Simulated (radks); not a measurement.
Task: The iridium ion Ir2+, 75 electrons, occupied as [Xe] 4f14 5d7. Calculated with a radial shooting solver on a logarithmic mesh with Libxc functionals: Dirac Kohn-Sham, relativistic LDA (MacDonald-Vosko exchange, VWN5 correlation), spin-unpolarised, spherical densities, finite nucleus; open shells fill j = l - 1/2 first; Fermi nuclear charge, rms radius 5.4032 fm. Some entries of the table are withheld. Estimate them.

orbital,occ.,eigenvalue (eV),<1/r> (bohr^-1),r(max) (bohr)
1s1/2,2,-75462.91,91.69,0.01088
2s1/2,2,-13222.66,(1),0.06278
2p1/2,2,-12681.38,22.43,0.04638
2p3/2,4,-11075.37,18.54,0.05351
3s1/2,2,-3107.242,8.251,0.1766
3p1/2,2,-2861.969,(2),0.1649
3p3/2,4,-2509.981,(3),0.1794
3d3/2,4,-2096.451,7.060,0.1398
3d5/2,6,-2019.928,6.825,0.1439
4s1/2,2,-675.6918,3.486,0.3989
4p1/2,2,-571.7420,(4),0.3973
4p3/2,4,-488.2083,(5),0.4277
4d3/2,4,-316.6528,2.820,0.4215
4d5/2,6,-301.0627,2.736,0.4310
5s1/2,2,-114.9914,1.391,0.8932
5p1/2,2,-82.1426,1.264,0.9479
4f5/2,6,(6),2.334,0.3919
4f7/2,8,(7),2.301,0.3967
5p3/2,4,-68.5694,1.136,1.029
5d3/2,4,(8),0.8186,1.275
5d5/2,3,(9),0.7887,1.315
6s1/2,0,-21.7194,0.4997,2.261
6p1/2,0,-15.2440,0.4177,2.651
6p3/2,0,-13.7986,0.3848,2.884

Result: 
(1) 2s1/2 <1/r> (bohr^-1): 22.46
(2) 3p1/2 <1/r> (bohr^-1): 8.171
(3) 3p3/2 <1/r> (bohr^-1): 7.157
(4) 4p1/2 <1/r> (bohr^-1): 3.379
(5) 4p3/2 <1/r> (bohr^-1): 3.024
(6) 4f5/2 eigenvalue (eV): -81.8677
(7) 4f7/2 eigenvalue (eV): -78.7460
(8) 5d3/2 eigenvalue (eV): -25.3553
(9) 5d5/2 eigenvalue (eV): -24.0398
